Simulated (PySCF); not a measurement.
Isomers of C8H10OSi. Level of theory: PySCF, PBE0-D3(BJ)/def2-SVP geometry optimisation, gas phase. One conformer each; no zero-point energy, no entropy. No frequencies were run at this level. Point groups hold within 0.08 Å.

Question: Order them by energy at this level, lowest first, and give relative energies in kJ/mol.
A. `[CH3:1][c:2]1[cH:3][cH:4][c:5]([SiH3:6])[cH:7][c:8]1[CH:9]=[O:10]` with C7–C8–C9–O10 180°
B. `[CH3:1][c:2]1[cH:3][cH:4][cH:5][cH:6][c:7]1[C:8](=[O:9])[SiH3:10]` with C6–C7–C8–O9 177°
C. `[CH:1]1=[CH:2][C@H:3]([c:4]2[cH:5][cH:6][cH:7][o:8]2)[SiH2:9][CH2:10]1` with C2–C3–C4–C5 -22°

Answer: A (0.0), B (22.4), C (72.2).

As drawn, the lowest has a C=O bond, which the highest lacks; the highest has a C=C bond outside aromatic rings, which the lowest lacks.

| SMILES | E (Eh) | E rel (kJ/mol) | dipole (D) | point group | A, B, C (MHz) |
| --- | --- | --- | --- | --- | --- |
| Cc1ccc([SiH3])cc1C=O | -674.65705 | 0.0 | 2.12 | – | 2332, 682.1, 532.7 |
| Cc1ccccc1C(=O)[SiH3] | -674.64852 | 22.4 | 2.59 | near Cs | 1855, 877.8, 602.3 |
| C1=C[C@H](c2ccco2)[SiH2]C1 | -674.62953 | 72.2 | 0.96 | C1 | 2631, 756.1, 673.3 |

Question: As an exercise, what shares would exp(−E/RT) give at 1000 K from these electronic energies alone (no entropy, no degeneracies)?

Answer: RT = 8.314 kJ/mol: Cc1ccc([SiH3])cc1C=O 93.6 %, Cc1ccccc1C(=O)[SiH3] 6.3 %, C1=C[C@H](c2ccco2)[SiH2]C1 under 0.1 %.
